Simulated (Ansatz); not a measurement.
Stepwise reaction of `[NH]=[Nb]([NH2])([Cl])[Cl]` with hydrogen fluoride, as a gas-phase model of exchange steps in deposition or etching. ΔE in kJ/mol; ΔG adds harmonic PBE0-D4 terms to CCSD(T)/CBS, at 1 bar.

Calculated with Ansatz (gas phase, PBE0-D4/def2-TZVP geometries, no zero-point term in ΔE). CCSD(T)/CBS is the MP2 limit (def2-TZVPP, def2-QZVPP) plus CCSD(T) − MP2 in def2-TZVPP, frozen cores. This one scheme is used for every species. DFT in def2-TZVPP. B3LYP here is the variant with VWN-RPA as its local correlation; programs differ in this. Elements past krypton have def2 core potentials. For Nb outer-core shells are correlated without core-valence functions, which leaves a few kJ/mol of doubt a bond. One conformer a species, not always the lowest.

```json
{"step": "2", "reaction": "`[NH]=[Nb]([NH2])([F])[Cl]` + H–F → `[NH]=[Nb]([NH2])([F])[F]` + HCl", "PBE-D4": "-4.7", "B3LYP-D4": "-5.2", "ωB97M-V": "-6.7", "CCSD(T)/CBS": "6.4", "ΔG(600 K)": "0.0"}
```

Question: Give the row of step 1, `[NH]=[Nb]([NH2])([Cl])[Cl]` + H–F → `[NH]=[Nb]([NH2])([F])[Cl]` + HCl. (Best estimate.)

Answer: The calculation gave: 
| step | reaction | PBE-D4 | B3LYP-D4 | ωB97M-V | CCSD(T)/CBS | ΔG(600 K) |
| --- | --- | --- | --- | --- | --- | --- |
| 1 | `[NH]=[Nb]([NH2])([Cl])[Cl]` + H–F → `[NH]=[Nb]([NH2])([F])[Cl]` + HCl | -4.3 | -4.5 | -6.4 | 7.5 | 1.2 |

Question: By hand: ΔE of the 2 steps together at CCSD(T)/CBS.

Answer: (7.5) + (6.4) = 13.9 kJ/mol, or 7.0 kJ/mol a step.

In ΔE the steps differ by no more than 1.1 kJ/mol. All are uphill at CCSD(T)/CBS. ΔG lies between 0.0 and 1.2 kJ/mol a step. PBE-D4 differs from CCSD(T)/CBS by -11.8 to -11.1 kJ/mol a step. Isolated molecules leave out the surface, adducts and barriers. Largest T1 diagnostic: 0.020.
